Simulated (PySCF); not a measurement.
The same groups moved round the core (propene methyl+boryl). All species are isolated molecules in the gas phase. One relaxed conformer stands for each flexible species; it need not be the lowest. Strings in code marks are SMILES.

The T1 excitation (TDA) from two functionals at the same geometries (M06-2X/def2-TZVP), both in PySCF: PBE-D3(BJ)/def2-TZVP and B3LYP-D3(BJ)/def2-TZVP. B3LYP has the VWN-RPA correlation part, as in Gaussian. Excitations are Tamm–Dancoff values on a coarser integration grid. The basis has no diffuse functions, so Rydberg states are missing or too high.

| species | PBE-D3(BJ)/def2-TZVP (eV) |
|---|---|
| `BC(=C)CC` | 3.33 |
| `B/C(C)=C/C` | 3.21 |
| `B/C(C)=C\C` | 3.05 |
| `B/C=C/CC` | 3.54 |
| `C=C(C)CB` | 3.36 |
| `C(/CB)=C/C` | 3.75 |

Problem. What does B3LYP-D3(BJ)/def2-TZVP give for each?

Solution. 
- `BC(=C)CC`: 3.44
- `B/C(C)=C/C`: 3.31
- `B/C(C)=C\C`: 3.19
- `B/C=C/CC`: 3.62
- `C=C(C)CB`: 4.02
- `C(/CB)=C/C`: 4.33
Over these rows, drawn at random from the members with no instability flagged (it was tested for open shells, ions and some series alone), PBE minus B3LYP-D3(BJ): mean -0.28 eV, from -0.67 eV to -0.08 eV.
